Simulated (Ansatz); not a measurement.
Input file for Ansatz (a quantum-chemistry and plane-wave program): U-CCSD(T)/cc-pV(D+d)Z on Cl3Si (SMILES Cl[Si](Cl)Cl). The basis file is the Basis Set Exchange's JSON of that set.

Ansatz 0.2 input:
```yaml
crystal:
  periodic: [false, false, false]
  atoms:
    - {symbol: Si, position_ang: [-0.00212707, -0.01170748, 0.51674663]}
    - {symbol: Cl, position_ang: [-1.43654116, -1.29798013, -0.20770651]}
    - {symbol: Cl, position_ang: [-0.40846037, 1.89933204, -0.13108051]}
    - {symbol: Cl, position_ang: [1.84722860, -0.58974443, -0.17795961]}
basis:
  gaussian:
    orbitals: cc-pV_D+d_Z.json
magnetization: {spin_polarized: true, initial_magnetization: 1}
correlation: {method: ccsd_t, electrons: outside_noble_gas}
scf: {omitted_lower_state_checks: [cluster_reference]}
```

The log:

```
WARN ansatz: RAYON_NUM_THREADS=4 ignored (pool sized by the plan → 4); use --threads N
Functional definition: HF
these checks for a lower state are left out or cut short: cluster_reference
integrals: 0.18 GiB planned
972 factors; integrals over basis functions are off by at most 6.5e-4 eV
mean field: 0.59 GiB planned
mean field evaluation 1: about -45375.1389 eV, gradient 1.4e1 eV
mean field evaluation 2: about -45375.1729 eV, gradient 1.4e1 eV
mean field evaluation 4: about -45376.8020 eV, gradient 2.0e0 eV
mean field evaluation 8: about -45376.8842 eV, gradient 2.4e-1 eV
mean field evaluation 16: about -45376.8858 eV, gradient 2.3e-6 eV
mean field -45376.88577489 eV, -1667.5697946691 hartree, gradient 2.3e-6 eV, S^2 0.755018; 0 other end points of the search recorded, 0 dependent functions left out
20 core orbitals not correlated
reference -45376.88577489 eV, -1667.5697946691 hartree; 13, 12 occupied and 59, 60 virtual orbitals, 972 factors
second order -13.11075333 eV of doubles, -0.00000000 eV of singles
coupled cluster: 0.47 GiB planned
cycle   1  -13.91539066 eV  change   -8.0e-1 eV  update   7.8e-2
cycle   2  -14.19184627 eV  change   -2.8e-1 eV  update   2.4e-2
cycle   3  -14.25360609 eV  change   -6.2e-2 eV  update   1.3e-2
cycle   4  -14.25077604 eV  change    2.8e-3 eV  update   4.2e-3
cycle   5  -14.24960218 eV  change    1.2e-3 eV  update   1.7e-3
cycle   6  -14.24984546 eV  change   -2.4e-4 eV  update   5.7e-4
cycle   7  -14.25009006 eV  change   -2.4e-4 eV  update   2.1e-4
cycle   8  -14.25012605 eV  change   -3.6e-5 eV  update   5.7e-5
cycle   9  -14.25011708 eV  change    9.0e-6 eV  update   2.1e-5
perturbative correction -0.37798876 eV, -0.0138908307 hartree
Total energy: -45391.51388072 eV, -1668.1073676434 hartree
Checks for a lower state left out: cluster_reference
```

Self-consistency was reached.

Cost: roughly 15 core-seconds.
